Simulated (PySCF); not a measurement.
**[Mo(CH3)6] (charge 0, multiplicity 1)**

Computed with PySCF with PBE-D3(BJ)/def2-TZVP // BP86-D3(BJ)/def2-SVP.

```yaml
HOMO: -5.85 eV
dipole_moment: 1.49 D
HOMO–LUMO gap: 2.81 eV
LUMO: -3.04 eV
charge on the central atom (Mulliken): 0.88 e
total_energy: -307.3779 Ha
cost: roughly 8 core-minutes
```

```xyz
25

Mo    -0.2678     0.0643    -0.1797
C      1.2826     1.3858     0.6410
H      0.6998     2.0868     1.2797
H      1.7499     1.9641    -0.1835
H      2.0737     0.9148     1.2518
C      1.5861    -1.1111    -0.2420
H      2.2510    -1.0490     0.6383
H      2.1162    -0.6942    -1.1275
H      1.3427    -2.1753    -0.4444
C     -0.4603    -1.1256    -1.9262
H     -1.3564    -0.6594    -2.4024
H     -0.7171    -2.1705    -1.6496
H      0.3714    -1.1329    -2.6566
C     -2.2263    -0.2558     0.5728
H     -2.4550    -1.2245     1.0571
H     -2.8302    -0.1669    -0.3623
H     -2.5147     0.5737     1.2533
C      0.0490    -0.6249     1.8814
H      1.0808    -0.5792     2.2742
H     -0.2778    -1.6881     1.8425
H     -0.6291    -0.0712     2.5643
C     -0.6388     1.9411    -1.0979
H     -1.6343     1.7553    -1.5686
H      0.1011     2.1186    -1.9076
H     -0.7062     2.8420    -0.4584
```
Charge 0, spin multiplicity 1.
